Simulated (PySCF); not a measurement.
**Mayer bond orders and bond lengths**

2,6-dimethyl-4-pyrone, C7H8O2.
Numbering: `[CH3:1][c:2]1[cH:3][c:4](=[O:5])[cH:6][c:7]([CH3:8])[o:9]1` (hydrogens: H10, H11, H12 on C1; H13 on C3; H14 on C6; H15, H16, H17 on C8)

Geometry (PBE0-D3(BJ)/def2-SVP, Å), atoms numbered from 1 in this order:
```
atom  x, y, z in Å
C1    -2.075   -1.332    0.289
C2    -1.087   -0.266   -0.021
C3    -1.359    0.995   -0.417
C4    -0.295    1.962   -0.692
O5    -0.504    3.110   -1.048
C6     1.045    1.404   -0.494
C7     1.230    0.127   -0.095
C8     2.531   -0.551    0.144
O9     0.185   -0.702    0.140
H10   -1.954   -1.675    1.329
H11   -1.915   -2.205   -0.364
H12   -3.098   -0.964    0.151
H13   -2.394    1.319   -0.539
H14    1.905    2.049   -0.675
H15    2.628   -1.434   -0.507
H16    3.366    0.132   -0.052
H17    2.592   -0.904    1.185
```

Bond orders from the PBE0/pcSseg-1 density (PySCF). Geometry: PBE0-D3(BJ)/def2-SVP; no solvent, vibrations or thermal averaging.

Problem. How far do the computed orders between heavy atoms stray from the drawn ones?

Solution. The largest departure is 0.488, at C7–O9 (drawn aromatic, 1.012) and O9–C2 (drawn aromatic, 1.012), counting aromatic bonds as 1.5. The bonds drawn aromatic range from 1.01 to 1.59.

Problem. Set the Mayer orders of the bonds between heavy atoms beside their lengths.

Solution. 
| bond | drawn as | length (Å) | Mayer order |
| --- | --- | --- | --- |
| C1–C2 | single | 1.486 | 1.079 |
| C2–C3 | aromatic | 1.350 | 1.593 |
| C3–C4 | aromatic | 1.464 | 1.083 |
| C4–O5 | double | 1.220 | 1.884 |
| C4–C6 | aromatic | 1.465 | 1.083 |
| C6–C7 | aromatic | 1.350 | 1.593 |
| C7–C8 | single | 1.486 | 1.079 |
| C7–O9 | aromatic | 1.354 | 1.012 |
| O9–C2 | aromatic | 1.354 | 1.012 |

By pair of heavy elements: C–C: lowest C1–C2 and C7–C8 (1.079, 1.486 Å), highest C2–C3 and C6–C7 (1.593, 1.350 Å). C–O: lowest C7–O9 and O9–C2 (1.012, 1.354 Å), highest C4–O5 (1.884, 1.220 Å). Bonds named together lie within 0.004.

Problem. And the bonds to hydrogen?

Solution. C–H: 0.94 to 0.96 (8 bonds).

Problem. Sum the orders of all bonds at each heavy atom with more than one neighbour and set the sums beside the valence in the SMILES.

Solution. C1 3.914 (drawn 4), C2 3.684 (drawn 4), C3 3.630 (drawn 4), C4 4.050 (drawn 4), C6 3.630 (drawn 4), C7 3.684 (drawn 4), C8 3.914 (drawn 4), O9 2.024 (drawn 2). Orders between atoms that aren't bonded are not in these sums.

For a closed shell the Mayer order of atoms A and B is Σ (PS)μν (PS)νμ over the basis functions μ on A and ν on B, with P the density and S the overlap matrix.

The run behind these numbers computed NMR shieldings as well. Time: 42 s of wall time. Hardware: x86-64 server, one thread (shared host).
